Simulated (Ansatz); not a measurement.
A CCSD(T) single point on `[F][Al]1[BH]O[B]1S`.

```yaml
crystal:
  periodic: [false, false, false]
  atoms:
    - {symbol: F, position_ang: [-0.062852, 3.294582, -0.191323]}
    - {symbol: Al, position_ang: [0.167788, 1.667615, -0.046764]}
    - {symbol: B, position_ang: [1.513623, 0.073258, 0.404656]}
    - {symbol: O, position_ang: [0.474976, -0.812138, 0.161063]}
    - {symbol: B, position_ang: [-0.754565, -0.236595, -0.207603]}
    - {symbol: S, position_ang: [-2.188298, -1.226893, -0.555082]}
    - {symbol: H, position_ang: [2.573488, -0.380095, 0.720460]}
    - {symbol: H, position_ang: [-1.632060, -2.436734, -0.341205]}
basis:
  gaussian: {orbitals: def2-TZVPP}
correlation: {method: ccsd_t}
output: {orbitals: {seedname: orbitals}}
```

```sh
$ ansatz run in.yaml --threads 4 --pin off --events-out ev --progress --plain --max-ram 10444MiB
```

Log, shortened:

```
Functional definition: HF
  name "HF"
  cite "Fock, Z. Phys. 61, 126 (1930) doi:10.1007/BF01340294"
  parent pbe
  exchange = exact_x
  correlation = 0
1456 factors; integrals over basis functions are off by at most 1.2e-3 eV
mean field evaluation 1: about -23520.0859 eV, gradient 4.6e1 eV
mean field evaluation 2: about -23520.3407 eV, gradient 4.6e1 eV
mean field evaluation 4: about -23524.8900 eV, gradient 4.3e0 eV
mean field evaluation 8: about -23525.0156 eV, gradient 5.4e-1 eV
mean field evaluation 16: about -23525.0171 eV, gradient 2.5e-6 eV
mean field -23525.01711889 eV, -864.5284332897 hartree, gradient 2.5e-6 eV, S^2 0.000000; 0 other end points of the search recorded, 0 dependent functions left out
14 core orbitals not correlated: weight in the atoms' cores, before any rotation towards them, 1.000 or more for the frozen orbitals, at most 0.000 for the correlated occupied ones
reference -23525.01711889 eV, -864.5284332897 hartree; 15, 15 occupied and 207, 207 virtual orbitals, 1456 factors
second order -24.72900092 eV of doubles, -0.00000000 eV of singles
cycle   1  -24.89650733 eV  change   -1.7e-1 eV  update   1.3e-1
cycle   2  -25.52472336 eV  change   -6.3e-1 eV  update   4.1e-2
cycle   3  -25.69816279 eV  change   -1.7e-1 eV  update   2.3e-2
cycle   4  -25.67886107 eV  change    1.9e-2 eV  update   6.3e-3
cycle   5  -25.67318972 eV  change    5.7e-3 eV  update   3.0e-3
cycle   6  -25.67488192 eV  change   -1.7e-3 eV  update   1.1e-3
cycle   7  -25.67432411 eV  change    5.6e-4 eV  update   4.1e-4
cycle   8  -25.67414343 eV  change    1.8e-4 eV  update   1.4e-4
cycle   9  -25.67424555 eV  change   -1.0e-4 eV  update   6.7e-5
cycle  10  -25.67427224 eV  change   -2.7e-5 eV  update   2.3e-5
perturbative correction -1.08355414 eV, -0.0398198803 hartree
Total energy: -23551.77494527 eV, -865.5117652724 hartree
```

Run time 100 s (4 threads of an Arm Neoverse V1 on a shared host); peak host memory 4.2 GiB.

Correlation energy per correlated electron: -0.892 eV. T1 diagnostic: 0.0162.
